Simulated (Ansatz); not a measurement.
Program: Ansatz. Geometries: PBE0-D4/def2-TZVP. ΔE: electronic, gas phase. CCSD(T)/CBS adds triple-zeta CCSD(T) − MP2 to the extrapolated MP2 energy (def2 sets, frozen cores). This one scheme is used for every species. DFT in def2-TZVPP. For Se outer-core shells are correlated without core-valence functions, which leaves a few kJ/mol of doubt a bond. Scalar relativity is left out up to krypton. Each species was taken in one conformer, which may not be the lowest.

Reaction (redistribution): `C[SiH2]O[SiH3]` + `C=C[Se][SiH2]O` → `O[SiH2][Se][SiH3]` + `C=CO[SiH2]C`

```tsv
level	ΔE (eV)
r2SCAN-D4	0.56
PBE	0.47
r2SCAN	0.56
PBE0	0.50
CCSD(T)/def2-TZVPP	0.69
HF/def2-QZVPP	0.74
SCS-MP2/def2-QZVPP	0.76
CCSD/CBS(def2)	0.67
```

(1) What does CCSD(T)/CBS give? (Best estimate.)

Largest T1 diagnostic among the species: 0.012.

Answers

(1) Ansatz gave: +0.66 eV. The listed levels differ from it by -0.10, -0.19, -0.10, -0.16, 0.03, 0.08, 0.10, 0.01 eV.
